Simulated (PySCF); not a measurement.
C₃H₃ (SMILES C#C[CH2]), doublet, at a GFN2-xTB geometry; PySCF with DF-B97M-V/cc-pVDZ.

Input for PySCF:
```python
from pyscf import gto, scf, dft

mol = gto.M(
    atom='''
C     0.001157    0.010032    0.110390
C     0.013887    0.120383    1.324638
C    -0.012957   -0.112321   -1.235932
H     0.024832    0.215262    2.368646
H     0.902258   -0.245552   -1.783665
H    -0.939613   -0.078273   -1.779558
''',
    basis='cc-pvdz',
    charge=0,
    spin=1,
    verbose=4,
)

mf = dft.UKS(mol)
mf.xc = 'b97m_v'
mf = mf.density_fit(auxbasis='def2-universal-jkfit')
mf.kernel()
```

What the program printed (banner, timings and long lists left out):

```
PySCF version 2.14.0

[INPUT] verbose = 4
[INPUT] num. atoms = 6
[INPUT] num. electrons = 21
[INPUT] charge = 0
[INPUT] spin (= nelec alpha-beta = 2S) = 1
[INPUT] symmetry False subgroup None
[INPUT] Mole.unit = angstrom
[INPUT] Symbol           X                Y                Z      unit          X                Y                Z       unit  Magmom
[INPUT]  1 C      0.001157000000   0.010032000000   0.110390000000 AA    0.002186413126   0.018957732482   0.208606866891 Bohr   0.0
[INPUT]  2 C      0.013887000000   0.120383000000   1.324638000000 AA    0.026242626692   0.227490900054   2.503203034192 Bohr   0.0
[INPUT]  3 C     -0.012957000000  -0.112321000000  -1.235932000000 AA   -0.024485181396  -0.212255928037  -2.335572988586 Bohr   0.0
[INPUT]  4 H      0.024832000000   0.215262000000   2.368646000000 AA    0.046925679125   0.406786225026   4.476092226047 Bohr   0.0
[INPUT]  5 H      0.902258000000  -0.245552000000  -1.783665000000 AA    1.705020513698  -0.464026029339  -3.370638347972 Bohr   0.0
[INPUT]  6 H     -0.939613000000  -0.078273000000  -1.779558000000 AA   -1.775611233081  -0.147914532948  -3.362877242779 Bohr   0.0

nuclear repulsion = 53.8286215738507
number of shells = 24
number of NR pGTOs = 99
number of NR cGTOs = 57
basis = cc-pvdz
ecp = {}

******** <class 'pyscf.df.df_jk.DFUKS'> ********
method = DFUKS
initial guess = minao
damping factor = 0
level_shift factor = 0
DIIS = <class 'pyscf.scf.diis.CDIIS'>
diis_start_cycle = 1
diis_space = 8
diis_damp = 0
SCF conv_tol = 1e-09
SCF conv_tol_grad = None
SCF max_cycles = 50
direct_scf = False
number electrons alpha = 11  beta = 10
XC library pyscf.dft.libxc version 7.1.2
    S. Lehtola, C. Steigemann, M. J. T. Oliveira, and M. A. L. Marques,  SoftwareX 7, 1–5 (2018)
XC functionals = b97m_v
    N. Mardirossian and M. Head-Gordon,  J. Chem. Phys. 142, 074111 (2015)
radial grids:
    Treutler-Ahlrichs [JCP 102, 346 (1995); DOI:10.1063/1.469408] (M4) radial grids

becke partition: Becke, JCP 88, 2547 (1988); DOI:10.1063/1.454033
pruning grids: <function nwchem_prune>
grids dens level: 3
symmetrized grids: False
atomic radii adjust function: <function treutler_atomic_radii_adjust>
** Following is NLC and NLC Grids **
NLC functional = b97m_v
radial grids:
    Treutler-Ahlrichs [JCP 102, 346 (1995); DOI:10.1063/1.469408] (M4) radial grids

becke partition: Becke, JCP 88, 2547 (1988); DOI:10.1063/1.454033
pruning grids: <function nwchem_prune>
grids dens level: 3
symmetrized grids: False
atomic radii adjust function: <function treutler_atomic_radii_adjust>
small_rho_cutoff = 0
Set gradient conv threshold to 3.16228e-05
tot grids = 71784
tot grids = 71784
init E= -116.264102049183

cycle= 1 E= -115.982293122866  delta_E= 0.282  |g|= 0.208  |ddm|= 1.95
cycle= 2 E= -115.979728382463  delta_E= 0.00256  |g|= 0.227  |ddm|= 0.481
cycle= 3 E= -116.009345330977  delta_E= -0.0296  |g|= 0.0578  |ddm|= 0.252
cycle= 4 E= -116.010653132646  delta_E= -0.00131  |g|= 0.029  |ddm|= 0.0662
cycle= 5 E= -116.010968399542  delta_E= -0.000315  |g|= 0.0196  |ddm|= 0.04
cycle= 6 E= -116.011226881985  delta_E= -0.000258  |g|= 0.00285  |ddm|= 0.0188
cycle= 7 E= -116.011240551157  delta_E= -1.37e-05  |g|= 0.00104  |ddm|= 0.00662
cycle= 8 E= -116.011243032376  delta_E= -2.48e-06  |g|= 0.0004  |ddm|= 0.00325
cycle= 9 E= -116.011243469167  delta_E= -4.37e-07  |g|= 0.000115  |ddm|= 0.00157
cycle= 10 E= -116.011243502077  delta_E= -3.29e-08  |g|= 2.21e-05  |ddm|= 0.000456
cycle= 11 E= -116.011243502877  delta_E= -8e-10  |g|= 5.62e-06  |ddm|= 6.99e-05
Extra cycle  E= -116.011243502827  delta_E= 5e-11  |g|= 1.07e-05  |ddm|= 1.71e-05
converged SCF energy = -116.011243502827  <S^2> = 0.76963031  2S+1 = 2.0195349
```
